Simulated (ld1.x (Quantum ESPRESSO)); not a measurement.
**I (Z = 53): variants of one TM potential**

Base potential:

I (Z = 53), norm-conserving Troullier–Martins (Kleinman–Bylander form), made with ld1.x (Quantum ESPRESSO) 7.5 (PBE, fully relativistic). Core [Kr] 4d10, reference 5s1.5 5p5.5. Waves: 5p (bound): rc 1.70 bohr; 5s (bound): rc 1.75 bohr. Local part: the s channel. Core correction: Bessel-smoothed model core inside 1.40 bohr.

Open shells are filled in proportion to 2j + 1 (rel_dist='average').

Cutoffs, loose and tight: the cutoffs (Ry, on a coarse ladder) from which the occupation-weighted sum of valence levels, in a spherical-Bessel basis at the reference potential, stays within 10 and 1 mRy of its value at 400 Ry. They do not see the model core or the augmentation charge, which bear on the density cutoff. Test errors are all-electron minus pseudo excitation energies from the reference, over the configurations 5s2 5p5; 5s2 5p4; 5s2 5p3; 5s2 5p2; 5s2 5p5.3; 5s2 5p4.5; 5s2 5p1. A dash means not determined; rows that change the core or the reference have their own tests.

A true bound ghost makes a file unfit for plane-wave use even where its test errors are small: the radial tests pick states by their node count and pass the ghost by. Where a test does run into it, the solver fails or the error is huge.

On the changes marked as counting shells twice: ld1.x takes every shell without a wave as core, so the model core holds the marked electrons as well and exchange and correlation see them twice. This cancels in the reference configuration, but the file is broken for other ones, and its errors say nothing about a proper core correction.

```tsv
change	outcome	cutoff, loose	cutoff, tight	bound ghosts	largest test error (meV)
base	generated	40 Ry	70 Ry	none	-97
wave 5p (bound): rc 1.70 bohr becomes 5p (bound): rc 2.00 bohr	generated	30 Ry	45 Ry	none	-86
scalar-relativistic	generated	40 Ry	70 Ry	none	-123
core correction Bessel-smoothed model core inside 2.06 bohr	generated	40 Ry	70 Ry	none	-123
all radii but the core radius scaled by about 0.79 (s 1.38, p 1.34 bohr)	generated	160 Ry	230 Ry	p3/2, p1/2	-204
reference 5s2 5p5	generated	40 Ry	70 Ry	none	-119
core [Ar] 3d10 4s2, valence charge 23; reference 4p6 4d10 5s1 5p6; waves now 5s (bound): rc 1.70 bohr; 4p (bound): rc 0.75 bohr; 4d (bound): rc 1.00 bohr; local potential all-electron potential smoothed inside 0.85 bohr (lloc = -1); core correction a·sin(br)/r model core inside 0.65 bohr (5p counted twice)	generated, misses its reference levels by 0.32 eV	260 Ry	over 300 Ry	s	-868 over the solved tests; 3 of 7 tests not solved or not reliable
```

Question: What comes out with this change to the base: type RRKJ?

Answer: outcome: generated; cutoff, loose: 35 Ry; cutoff, tight: 55 Ry; bound ghosts: none; largest test error (meV): -92.

Question: What comes out with this change to the base: wave 5s (bound): rc 1.75 bohr becomes 5s (bound): rc 2.66 bohr?

Answer: outcome: generated; cutoff, loose: 35 Ry; cutoff, tight: 70 Ry; bound ghosts: none; largest test error (meV): +115.
